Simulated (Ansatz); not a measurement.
Mulliken charges of `[NH2][Hf]([NH2])([Cl])[Cl]` from ωB97M-V/def2-TZVPP in Ansatz (PBE0-D4/def2-TZVP geometry).

```json
{"atom": "N1", "x (Å)": "-0.692", "y (Å)": "1.461", "z (Å)": "-0.486", "charge (e)": "-0.388"}
{"atom": "Hf2", "x (Å)": "-0.127", "y (Å)": "-0.097", "z (Å)": "0.655", "charge (e)": "0.809"}
{"atom": "N3", "x (Å)": "0.899", "y (Å)": "-1.305", "z (Å)": "-0.578", "charge (e)": "-0.393"}
{"atom": "Cl4", "x (Å)": "-2.053", "y (Å)": "-1.204", "z (Å)": "1.456", "charge (e)": "-0.265"}
{"atom": "Cl5", "x (Å)": "1.281", "y (Å)": "0.683", "z (Å)": "2.382", "charge (e)": "-0.265"}
{"atom": "H6", "x (Å)": "-1.230", "y (Å)": "2.253", "z (Å)": "-0.160", "charge (e)": "0.119"}
{"atom": "H7", "x (Å)": "-0.488", "y (Å)": "1.584", "z (Å)": "-1.467", "charge (e)": "0.130"}
{"atom": "H8", "x (Å)": "1.902", "y (Å)": "-1.294", "z (Å)": "-0.708", "charge (e)": "0.127"}
{"atom": "H9", "x (Å)": "0.509", "y (Å)": "-2.082", "z (Å)": "-1.095", "charge (e)": "0.127"}
```

Question: By hand: the dipole of these point charges (1 e Å = 4.8032 D).

Answer: Σ q r = (0.113, 0.051, -0.510) e Å, of length 0.525 e Å = 2.52 D.

Question: How does the dipole of the full density compare? (An estimate is asked.)

Answer: Ansatz gave: (0.147, 0.052, -0.633) e Å, 3.13 D; the point charges give 0.81 times that, at 1° from its direction.

Point charges leave out the atoms' own dipoles, such as those of lone pairs, and Mulliken's split depends on the basis, so the two needn't agree.
